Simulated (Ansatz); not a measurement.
```yaml
crystal:
  periodic: [false, false, false]
  atoms:
    - {symbol: N, position_ang: [0.272686, -1.739713, -0.551249]}
    - {symbol: B, position_ang: [0.102579, -0.595129, 0.209713]}
    - {symbol: Cl, position_ang: [0.130659, -0.674245, 1.976276]}
    - {symbol: O, position_ang: [-0.088283, 0.599425, -0.468107]}
    - {symbol: C, position_ang: [-0.267425, 1.797534, 0.091656]}
    - {symbol: S, position_ang: [-0.484418, 3.144501, -0.754548]}
    - {symbol: H, position_ang: [0.416450, -2.646719, -0.146630]}
    - {symbol: H, position_ang: [0.259316, -1.711469, -1.556465]}
    - {symbol: H, position_ang: [-0.253062, 1.779516, 1.182354]}
basis:
  gaussian: {orbitals: cc-pVDZ, fitting: {mean_field: cc-pVTZ-jkfit}}
magnetization: {spin_polarized: true, initial_magnetization: 0}
hamiltonian: {xc: {name: LC-wPBE}}
accuracy: high
```

```sh
$ ansatz run in.yaml --threads 4 --pin off --events-out ev --progress --plain --max-ram 10444MiB
```

It prints (some lines left out):

```
Functional definition: LC-wPBE
  name "LC-wPBE"
  cite "Vydrov & Scuseria, J. Chem. Phys. 125, 234109 (2006) doi:10.1063/1.2409292"
  cite "Heyd & Scuseria, J. Chem. Phys. 120, 7274 (2004) doi:10.1063/1.1668634"
  cite "Ernzerhof & Perdew, J. Chem. Phys. 109, 3313 (1998) doi:10.1063/1.476928"
  cite "Perdew, Burke & Ernzerhof, Phys. Rev. Lett. 77, 3865 (1996) doi:10.1103/PhysRevLett.77.3865"
  parent pbe
  parameter omega = 0.4/bohr
  exchange = pbe_x_sr(omega) + exact_x_lr(omega)
  correlation = pbe_c
648 factors; integrals over basis functions are off by at most 1.1e-1 eV
648 factors; integrals over basis functions are off by at most 2.5e-6 eV
mean field evaluation 1: about -28646.2359 eV, gradient 3.3e1 eV
mean field evaluation 2: about -28647.2745 eV, gradient 3.0e1 eV
mean field evaluation 4: about -28650.5437 eV, gradient 1.5e0 eV
mean field evaluation 8: about -28650.5573 eV, gradient 6.9e-2 eV
mean field evaluation 16: about -28650.5573 eV, gradient 3.1e-5 eV
mean field -28650.55730324 eV, -1052.8885608489 hartree, gradient 3.0e-8 eV, S^2 0.000000; 1 other end points of the search recorded, 0 dependent functions left out
reference -28650.55730324 eV, -1052.8885608489 hartree; 31, 31 occupied and 76, 76 virtual orbitals, 648 factors
Total energy: -28650.55730324 eV, -1052.8885608489 hartree
```

It took 2.7 s on 4 threads of an Intel Xeon 6975P-C on a shared host, with 0.47 GiB of host memory at the peak.
